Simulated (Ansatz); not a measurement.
Input file for Ansatz (a program for electronic structure): R-CCSD(T)/aug-cc-pVDZ on CH4O (a complex), monomers drawn apart or pushed together.

Ansatz 0.2 input:
```yaml
crystal:
  periodic: [false, false, false]
  atoms:
    - {symbol: C, position_ang: [-0.35073975, -0.50688680, 0.04175197]}
    - {symbol: O, position_ang: [0.32918566, 0.24201725, -0.60192827]}
    - {symbol: H, position_ang: [-1.40291903, -0.27408985, 0.29596654]}
    - {symbol: H, position_ang: [0.03506060, -1.47353629, 0.41948259]}
    - {symbol: H, position_ang: [0.12508373, 0.41203519, 3.41906217]}
    - {symbol: H, position_ang: [-0.31591990, -0.08394479, 3.75619461]}
basis:
  gaussian:
    orbitals: aug-cc-pVDZ
magnetization: {spin_polarized: false}
correlation: {method: ccsd_t, electrons: outside_noble_gas}
scf: {lower_state_search: off}
```

Program output:

```
WARN ansatz: RAYON_NUM_THREADS=2 ignored (pool sized by the plan → 2); use --threads N
Functional definition: HF
these checks for a lower state are left out or cut short: stability, starts, cluster_reference, orbital_swaps, neighbouring_geometries, increment
integrals: 0.07 GiB planned
791 factors; integrals over basis functions are off by at most 6.7e-4 eV
mean field: 0.13 GiB planned
mean field evaluation 1: about -3127.6011 eV, gradient 3.1e1 eV
mean field evaluation 2: about -3127.6015 eV, gradient 3.1e1 eV
mean field evaluation 4: about -3129.6770 eV, gradient 2.4e0 eV
mean field evaluation 8: about -3129.7050 eV, gradient 9.6e-4 eV
mean field -3129.70497711 eV, -115.0145365187 hartree, gradient 5.3e-7 eV, S^2 0.000000; 0 other end points of the search recorded, 0 dependent functions left out
2 core orbitals not correlated
reference -3129.70497711 eV, -115.0145365187 hartree; 7, 7 occupied and 73, 73 virtual orbitals, 791 factors
second order -9.79921876 eV of doubles, -0.00000000 eV of singles
coupled cluster: 0.23 GiB planned
cycle   1  -9.99984585 eV  change   -2.0e-1 eV  update   8.7e-2
cycle   2  -10.32712114 eV  change   -3.3e-1 eV  update   2.8e-2
cycle   3  -10.43098898 eV  change   -1.0e-1 eV  update   1.5e-2
cycle   4  -10.42409943 eV  change    6.9e-3 eV  update   3.5e-3
cycle   5  -10.42441327 eV  change   -3.1e-4 eV  update   1.5e-3
cycle   6  -10.42514817 eV  change   -7.3e-4 eV  update   4.8e-4
cycle   7  -10.42496289 eV  change    1.9e-4 eV  update   1.7e-4
cycle   8  -10.42492362 eV  change    3.9e-5 eV  update   5.0e-5
cycle   9  -10.42493722 eV  change   -1.4e-5 eV  update   2.0e-5
cycle  10  -10.42493581 eV  change    1.4e-6 eV  update   5.6e-6
perturbative correction -0.32462795 eV, -0.0119298571 hartree
Total energy: -3140.45454087 eV, -115.4095757005 hartree
Checks for a lower state left out: stability, starts, cluster_reference, orbital_swaps, neighbouring_geometries, increment
```

The run converged.

Cost: roughly 5 core-seconds.
